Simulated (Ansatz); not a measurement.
A structure relaxed at PBE0-D4/def2-TZVP, charge 0, multiplicity 1:

```
atom   x (Å)   y (Å)   z (Å)
  C1  -0.430  -0.637   0.130
  B2   0.457   0.608  -0.130
 Br3  -0.326   2.353  -0.180
 Br4   2.340   0.467  -0.410
  H5  -0.962  -0.520   1.081
  H6  -1.208  -0.700  -0.638
  H7   0.129  -1.572   0.147
```

(1) Give its formula and SMILES.

(2) Point group (tolerance 0.08 Å, 0.16 Å for H)?

(3) Summarise the bond lengths by kind.

Results:

(1) CH3BBr2, `CB(Br)Br`.

(2) Cs.

(3) 1 × B–C 1.550 Å; 3 × C–H 1.089 to 1.095 Å; 2 × B–Br 1.909 to 1.913 Å.

Computed with Ansatz.
